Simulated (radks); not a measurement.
Results of a calculation; reference values are marked as such.
Task: Species: Ge2+. Configuration: [Ar] 3d10 4s1.5 4p0.5 (fractional occupations, a model configuration). Code: a radial shooting solver on a logarithmic mesh with Libxc functionals. Model: Dirac Kohn-Sham, PBE, spin-unpolarised, spherical densities, point nucleus; open shells fill j = l - 1/2 first. Some entries of the table are withheld. Estimate them.

| orbital | occ. | eigenvalue (eV) | <r> (bohr) | <r^2> (bohr^2) |
|---|---|---|---|---|
| 1s1/2 | 2 | -10978.96 | 0.04700 | (1) |
| 2s1/2 | 2 | -1392.026 | 0.2098 | (2) |
| 2p1/2 | 2 | -1240.477 | 0.1812 | 0.04034 |
| 2p3/2 | 4 | -1208.600 | 0.1848 | 0.04183 |
| 3s1/2 | 2 | -189.2111 | 0.6240 | 0.4493 |
| 3p1/2 | 2 | -139.2416 | (3) | 0.4817 |
| 3p3/2 | 4 | -134.9649 | (4) | 0.4978 |
| 3d3/2 | 4 | -50.3349 | 0.7275 | 0.6750 |
| 3d5/2 | 6 | -49.7466 | 0.7326 | 0.6846 |
| 4s1/2 | 1.5 | -29.7069 | 1.934 | 4.257 |
| 4p1/2 | 0.5 | -20.4053 | 2.300 | (5) |
| 4p3/2 | 0 | -20.0942 | 2.330 | (6) |
| 5s1/2 | 0 | -9.9832 | 4.560 | 23.34 |
| 4d3/2 | 0 | -9.2135 | (7) | 15.75 |
| 4d5/2 | 0 | -9.1910 | (8) | 15.83 |

Result: 
(1) 1s1/2 <r^2> (bohr^2): 0.002973
(2) 2s1/2 <r^2> (bohr^2): 0.05197
(3) 3p1/2 <r> (bohr): 0.6396
(4) 3p3/2 <r> (bohr): 0.6503
(5) 4p1/2 <r^2> (bohr^2): 6.061
(6) 4p3/2 <r^2> (bohr^2): 6.219
(7) 4d3/2 <r> (bohr): 3.703
(8) 4d5/2 <r> (bohr): 3.713
